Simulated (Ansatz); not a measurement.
Isolated molecules relaxed with PBE0-D4/def2-TZVP in Ansatz; ΔE leaves out vibrations. CCSD(T)/CBS adds triple-zeta CCSD(T) − MP2 to the extrapolated MP2 energy (def2 sets, frozen cores). This one scheme is used for every species. For Br outer-core shells are correlated without core-valence functions, which leaves a few kJ/mol of doubt a bond. Scalar relativity is left out up to krypton. One conformer a species, not always the lowest.

`N#C[SiH2]N[SiH3]` + HBr → `[SiH3]N[SiH2]Br` + `C#N`  (ligand exchange at the Si–C bond)

```csv
species,CCSD(T)/CBS(def2) energy (Eh)
`N#C[SiH2]N[SiH3]`,-729.26217
HBr,-2573.91920
`[SiH3]N[SiH2]Br`,-3209.88376
`C#N`,-93.32098
```

(1) Work out ΔE.

(2) What do rigid-rotor, harmonic-oscillator terms from PBE0-D4/def2-TZVP frequencies (298.15 K, 1 bar) make of the CCSD(T)/CBS value? (An estimate is asked.)

Largest T1 diagnostic among the species: 0.014.

## Answers

(1) ΔE = (-3209.88376) + (-93.32098) − (-729.26217) − (-2573.91920) = -0.02337 Eh = -61.4 kJ/mol.

(2) The calculation gave: ΔZPE = +8.4 kJ/mol, ΔH = -54.5 kJ/mol, ΔS = -2 J/(mol·K), ΔG = -53.9 kJ/mol. Modes under 50 cm⁻¹ make the entropy rough.

At CCSD(T), def2-SVP lies +10.3 kJ/mol from the extrapolated value and def2-TZVPP +5.9 kJ/mol. Leaving LDA and LC-ωPBE aside and taking each functional with its dispersion term where it has one, the values, not all of them listed here, spread over 6.6 kJ/mol, from r2SCAN0-D4 to CAM-B3LYP-D4.
